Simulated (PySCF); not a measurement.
## How methods differ on the ionisation energy of Nb²⁺

Nb²⁺ [Kr] 4d3 (4F) → Nb³⁺ [Kr] 4d2 (3F), as a difference of total energies. Computed with PySCF 2.14 in aug-cc-pwCVDZ-PP with ECP28MDF (6s6p5d3f, 70 functions), with scalar relativity through the core potential. Correlated levels: valence: 4s2 4p6 frozen. The calculations carry no spin-orbit coupling.

| method | ionisation energy (eV) | difference from reference (eV) |
| --- | --- | --- |
| UHF | 24.232 | -0.808 |
| MP2 (valence) | 24.532 | -0.508 |
| SCS-MP2 (valence) | 24.332 | -0.708 |
| CCSD (valence) | 24.601 | -0.439 |
| CCSD(T) (valence) | 24.602 | -0.438 |

Reference: 25.04 eV (semi-empirical (NIST evaluation); NIST Atomic Spectra Database, ionization energies).

The reference lies between the lowest fine-structure levels, while these numbers refer to the centres of the terms.

Errors of the correlated levels include the incompleteness of this basis and the frozen core.
